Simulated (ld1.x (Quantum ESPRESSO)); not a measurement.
**Before and after: TM potential for hafnium**

ld1.x (Quantum ESPRESSO) 7.5 input, shortened:

```
&input
   title='Hf', zed=72., rel=1, dft='PZ', iswitch=3,
   config='[Xe] 4f14 5d2 6s1.5 6p0.5'
 /
 &inputp
   pseudotype=2, tm=.true., lloc=2,
   nlcc=.true.
 /
3
6S  1  0   1.50   0.00  2.75  2.75  0.0
6P  2  1   0.50   0.00  3.40  3.40  0.0
5D  3  2   2.00   0.00  3.05  3.05  0.0
 &test
   configts(1)='5d2 6s1.5 6p0.5'
 /
```

All-electron outer shells of the reference configuration (LDA (PZ), scalar-relativistic, ld1.x):

| shell | level (eV) | outermost node (bohr) | outermost maximum (bohr) |
| --- | --- | --- | --- |
| 5p | -36.46 | 0.60 | 1.16 |
| 4f | -17.79 | – | 0.45 |
| 6s | -5.75 | 1.36 | 2.85 |
| 5d | -3.50 | 0.67 | 1.69 |
| 6p | -1.84 | 1.66 | 4.00 |

Change: wave 5d (bound): rc 3.05 bohr becomes 5d (bound): rc 3.34 bohr.

Cutoffs: the cutoffs (Ry, on a coarse ladder) from which the occupation-weighted sum of valence levels, in a spherical-Bessel basis at the reference potential, stays within 10 and 1 mRy of its value at 400 Ry; they do not see the model core or the augmentation charge, which bear on the density cutoff. Errors are all-electron minus pseudo energies relative to the spin-unpolarised reference configuration.

Question: What does the change do?

Answer: The potential gets neither clearly harder nor softer (18 Ry and 21 Ry → 18 Ry and 21 Ry); both files keep a bound ghost (s); of the 9 tests that both files solve, the error grows in 4 and shrinks in 0 by more than 15 % and 0.3 meV (median size 23.8 → 30.1 meV). More of the atom is replaced by a form fitted at one configuration, so other configurations suffer.

| quantity | base | changed |
| --- | --- | --- |
| cutoff, loose | 18 Ry | 18 Ry |
| cutoff, tight | 21 Ry | 21 Ry |
| loose cutoff by channel (10 mRy a level) | s 6 Ry, p 6 Ry, d 18 Ry | s 6 Ry, p 6 Ry, d 15 Ry |
| bound ghosts | s | s |
| error for 5d2 6s2 6p0, meV [ΔE -1.93 eV] | -0.5 | -0.7 |
| error for 5d2 6s1 6p0, meV [ΔE 6.27 eV] | -5.0 | -5.6 |
| error for 5d2 6s0 6p0, meV [ΔE 20.77 eV] | -32 | -38 |
| error for 5d2 6s1 6p1, meV [ΔE 1.99 eV] | -1.3 | -1.7 |
| error for 5d3 6s1 6p0, meV [ΔE 0.66 eV] | -35 | -30 |
| error for 5d1 6s2 6p1, meV [ΔE 0.16 eV] | -24 | -30 |
| error for 5d2 6s0 6p2, meV [ΔE 6.15 eV] | +0.7 | -7.4 |
| error for 5d2 6s1.5 6p0.5 (spin-polarised), meV [ΔE -0.82 eV] | +102 | +107 |
| error for 5d2 6s2 6p0 (spin-polarised), meV [ΔE -2.37 eV] | +79 | +82 |
| s: phases at 3.69 bohr within 0.05 rad from the reference energy up to (Ry; the scan ends near 5) | 1.8 | 1.7 |
| p: phases at 3.69 bohr within 0.05 rad from the reference energy up to (Ry; the scan ends near 5) | 0.0 | 0.2 |
| d: phases at 3.69 bohr within 0.05 rad from the reference energy up to (Ry; the scan ends near 5) | 0.8 | 0.7 |

 A true bound ghost makes a file unfit for plane-wave use even where its test errors are small: the radial tests pick states by their node count and pass the ghost by.
